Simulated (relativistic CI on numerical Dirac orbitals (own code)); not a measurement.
## Crystal-field levels of Mo4+, 4d2

Calculated by Dirac-Coulomb-Breit CI, KLI orbitals optimised for each configuration, model QED (radiative potential, 1s self-energy scaled to tabulated hydrogen-like ionisation energies), valence Slater integrals scaled by 0.75, one configuration in a parametric crystal field (own radial code).

Field parameters in Wybourne normalisation: D4h B²₀ = −7Ds, B⁴₀ = 21(Dq − Dt), B⁴₄ = 21√(5/14) Dq. The field is a parameter set, without covalency.

S is read from ⟨S²⟩ = S(S + 1).

Levels (cm⁻¹, degeneracy): 0 (1), 30 (1), 498 (2), 869 (1), 1091 (1), 6078 (1), 6469 (2), 6768 (1), 9971 (2), 15865 (1), 16053 (1), 25982 (1).

(1) Which field gives this pattern?
A. D4h, 10Dq = 34650, Ds = -680, Dt = 800 cm⁻¹
B. D4h, 10Dq = 34650, Ds = 1360, Dt = 800 cm⁻¹
C. D4h, 10Dq = 34650, Ds = 2590, Dt = 800 cm⁻¹
D. D4h, 10Dq = 34650, Ds = 550, Dt = 800 cm⁻¹

## Answers

(1) A. D4h, 10Dq = 34650, Ds = -680, Dt = 800 cm⁻¹, ground level with S = 1.00.
